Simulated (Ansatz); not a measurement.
Species: SiH2SCl, charge 0, doublet. SiH2SCl (SMILES [S][SiH2]Cl, doublet).
B3LYP-D3(BJ)/def2-TZVP minimum from Ansatz (a quantum-chemistry and plane-wave program):
```xyz
5

Si     0.5325    -0.1957    -0.4510
Cl     0.6384    -0.3388     1.6050
S     -1.2878     0.5841    -1.1925
H      1.6120     0.7108    -0.8907
H      0.6850    -1.5577    -1.0008
```
Charge 0, spin multiplicity 2.

Total energies in cc-pV(D+d)Z, 19 correlated electrons, 15 frozen orbitals. Open shells are spin-unrestricted; no spin-orbit coupling. Correlated methods leave the cores frozen. No relativity.

```tsv
method	program	energy (Eh)	minus CCSDT(Q) (mEh)
HF	Ansatz	-1147.19802	396.95
MP2	Ansatz	-1147.53651	58.46
CCSD	Ansatz	-1147.58336	11.61
CCSD(T)	Ansatz	-1147.59300	1.96
CCSDT(Q)	Ansatz	-1147.59497	0.00
```

Rough core times of Ansatz's runs on a shared machine: CCSD(T) 40 s, CCSDT(Q) 10 min.
